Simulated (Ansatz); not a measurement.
Compare A (`CB(O)[SiH2][SiH3]`) with its isomer B (`B[SiH2]OC[SiH3]`).

Computed with Ansatz on PBE0-D4/def2-TZVP structures; ΔE is electronic, products minus reactants. CCSD(T)/CBS adds triple-zeta CCSD(T) − MP2 to the extrapolated MP2 energy (def2 sets, frozen cores). DFT in def2-TZVPP. B3LYP here is the variant with VWN-RPA as its local correlation; programs differ in this. One conformer a species, not always the lowest.

A:

Z-matrix (Å, degrees):
```
C
B 1 1.563
H 1 1.093 2 112.7
H 1 1.096 2 110.5 3 -121.6
H 1 1.096 2 110.7 3 122.0
O 2 1.358 1 117.9 3 1.3
Si 2 2.042 1 121.6 3 179.6
H 6 0.961 2 114.2 1 -179.6
Si 7 2.341 2 110.2 1 -69.0
H 7 1.497 2 111.4 1 171.1
H 7 1.492 2 111.7 1 50.7
H 9 1.489 7 110.2 2 -60.1
H 9 1.488 7 112.0 2 179.3
H 9 1.489 7 109.9 2 58.8
```

B:

```xyz
14

B    -0.925    2.066    1.578
Si   -0.560    1.686   -0.357
O    -0.357    0.091   -0.744
C     0.678   -0.674   -0.147
Si    0.513   -2.469   -0.710
H    -1.219    3.181    1.901
H    -0.850    1.250    2.450
H     0.677    2.455   -0.713
H    -1.677    2.161   -1.217
H     1.666   -0.284   -0.432
H     0.626   -0.626    0.950
H     0.627   -2.552   -2.189
H    -0.801   -3.015   -0.283
H     1.603   -3.269   -0.087
```

**Question.** Which isomer does CCSD(T)/CBS put lower? Give the gap. (Best estimate.)

**Answer.** The calculation gave: A, by 46.5 kcal/mol.

**Question.** Give E(B) − E(A) in kcal/mol with B2PLYP, B3LYP-D4, CCSD/def2-TZVPP, B3LYP, r2SCAN-D4, PBE0-D4, PBE-D4. (Estimate.)

**Answer.** Ansatz gave: B2PLYP 45.7, B3LYP-D4 46.0, CCSD/def2-TZVPP 45.2, B3LYP 45.8, r2SCAN-D4 49.9, PBE0-D4 51.3, PBE-D4 52.8. None reverses the order clearly.

Largest T1 diagnostic: 0.014.

From PBE to PBE0 (25 % exact exchange), in def2-TZVPP and without D4, E(B) − E(A) moves by −1.6 kcal/mol. In def2-TZVPP, CCSD(T) changes the Hartree–Fock value by +8.8 kcal/mol (the triples alone add +1.4 kcal/mol) and MP2 by +8.9 kcal/mol.
